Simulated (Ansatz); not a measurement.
## Counterpoise correction, worked out

The pair of K⁺ (SMILES [K+], atom 1) and HCl (SMILES Cl, atoms 2–3), both closed shells, in one local arrangement (a lower one may exist), relaxed at PBE0-D4/def2-TZVP:

```csv
atom,x (Å),y (Å),z (Å)
K1,0.0355,-0.0663,-2.3342
Cl2,0.2432,-0.4541,0.8400
H3,-0.2787,0.5204,1.4942
```

Program: Ansatz 0.2.0. Basis: def2-TZVPPD. Cores are frozen in the correlated methods. The outer core shell of Li, Na, Mg and K is correlated. The def2 sets are not built for correlating such inner shells, so the correlated values are less sure here.

CCSD(T) total energies in eV:

| system | geometry | basis functions | energy |
| --- | --- | --- | --- |
| pair | pair | all | -28830.85792 |
| K⁺ | as in the pair | all (partner as ghosts) | -16304.25867 |
| HCl | as in the pair | all (partner as ghosts) | -12526.32431 |
| K⁺ | as in the pair | its own | -16304.24723 |
| HCl | as in the pair | its own | -12526.31888 |
| K⁺ | free (PBE0-D4 minimum) | its own | -16304.24723 |
| HCl | free (PBE0-D4 minimum) | its own | -12526.32009 |

Problem. Work out the interaction energy with and without the counterpoise correction, the superposition error, and the binding energy from the relaxed fragments.

Solution. Without correction: -28830.85792 − (-16304.24723) − (-12526.31888) = -0.29181 eV.
With correction (each fragment in the whole basis): -28830.85792 − (-16304.25867) − (-12526.32431) = -0.27494 eV = -6.34 kcal/mol.
The superposition error is the difference, 0.01687 eV, 6 % of the uncorrected value: each fragment borrows its partner's functions.
Deformation from the free shapes: 0.00000 eV for K⁺ and 0.00121 eV for HCl.
Binding energy from relaxed fragments: -0.27494 + 0.00000 + 0.00121 = -0.27373 eV = -6.31 kcal/mol (electronic, without zero-point energy; negative means bound). For comparison, the corrected interaction energy by CCSD(T) at an estimated basis limit (MP2 extrapolated from triple and quadruple zeta, plus CCSD(T) − MP2 in triple zeta) is -0.309 eV; triple zeta with the correction binds less.

No T1 diagnostic of these runs exceeds 0.007.

For scale, one of the runs: CCSD(T)/def2-TZVPPD, 104 basis functions, launched by `ansatz run in.yaml --threads 2 --pin off --events-out ev --progress --plain --max-ram 5222MiB`. The run took about 1.9 s on 2 CPU threads of an Arm Neoverse V1 (shared host).
